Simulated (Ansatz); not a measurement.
PBE exchange is replaced step by step with exact exchange (0 % is PBE, 25 % PBE0; no dispersion term), basis def2-TZVP, Ansatz. System: Cs₂Br₂ (the lowest singlet isomer of a short search). Charge 0, multiplicity 1. Geometry: PBE-D4/def2-SVP, each spin state at its own.

The relaxed triplet has other bonds than the singlet, so its gap is one between isomers. The relaxed quintet has other bonds than the singlet, so its gap is one between isomers.

Geometry of the singlet:

```xyz
4

Cs    1.122    1.849   -1.034
Cs   -1.098   -1.843    1.070
Br    1.647   -1.461   -0.829
Br   -1.670    1.455    0.792
```

In the def2 sets Cs takes a core potential; there is no spin–orbit coupling. In the triplet, Br3 and Br4 lie 2.96 Å apart (atoms count from 1), so these atoms are partly bonded to each other. The structure comes from a short search, and lower isomers may exist.

| exact exchange (%) | HOMO (eV) | LUMO (eV) | gap (eV) | triplet − singlet (kJ/mol) | quintet − singlet (kJ/mol) |
| --- | --- | --- | --- | --- | --- |
| 5 | -5.29 | -1.10 | 4.19 | 350.5 | 912.4 |
| 10 | -5.52 | -1.00 | 4.51 | 356.8 | 914.5 |
| 15 | -5.75 | -0.91 | 4.84 | 363.2 | 916.8 |
| 25 | -6.23 | -0.73 | 5.49 | 375.9 | 921.6 |
| 35 | -6.70 | -0.56 | 6.14 | 388.7 | 926.9 |
| 50 | -7.44 | -0.34 | 7.10 | 407.7 | 935.5 |

Fit a straight line to the column «quintet − singlet (kJ/mol)» against the share of exact exchange and predict its value at 0 %.

With x = exact exchange (%) and y = quintet − singlet (kJ/mol): mean x = 23.33, mean y = 921.3; Σ(x − x̄)(y − ȳ) = 735.8, Σ(x − x̄)² = 1433; slope b = 0.5135, intercept a = ȳ − b·x̄ = 909.3. The residuals of the fitted rows reach 0.5. At x = 0 the line gives 909.3 + (0.5135 × 0) = 909.3; the run gave 910.4, 1.1 more than the line.
